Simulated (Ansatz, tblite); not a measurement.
Cost and result up the ladder for Al₂Sb₂⁺ (the lowest doublet isomer of a short search) (4 atoms). Charge 1, multiplicity 2. Geometry: PBE-D4/def2-SVP.

```csv
atom,x (Å),y (Å),z (Å)
Al1,0.883,-2.030,-0.182
Al2,-0.329,-0.350,1.477
Sb3,-0.880,1.963,0.265
Sb4,0.326,0.417,-1.560
```

Ansatz on 4 threads of Arm Neoverse V2 on a shared host; xTB runs through tblite on one thread. Times are rough, summed over both states, and most runs start from the orbitals of an earlier one. PBE0-D4/def2-TZVP serves as the yardstick here, not as an exact answer. The other state is a quartet at its own geometry.

In the def2 sets Sb takes a core potential; there is no spin–orbit coupling. The xTB rows come from tblite. B3LYP takes the VWN-RPA correlation. The structure comes from a short search, and lower isomers may exist.

Run but left out: HF/STO-3G, HF/def2-TZVP, MP2/def2-TZVP, CCSD/def2-TZVP, CCSD(T)/def2-TZVP (doublet: ⟨S²⟩ 1.51 to 1.76, where a pure state has 0.75).

xTB has no spin-polarisation term.

```csv
level,functions,wall time,quartet − doublet (eV),difference from PBE0-D4/def2-TZVP (eV)
GFN1-xTB,36,0.008 s,1.30,0.29
GFN2-xTB,36,0.026 s,0.80,-0.21
PBE-D4/def2-TZVP,174,12 s,1.16,0.16
B3LYP-D4/def2-TZVP,174,15 s,1.06,0.06
PBE0-D4/def2-TZVP (with forces),174,23 s,1.00,0.00
r2SCAN-D4/def2-TZVP,174,42 s,1.00,0.00
B97M-V/def2-TZVP,174,59 s,1.12,0.12
```
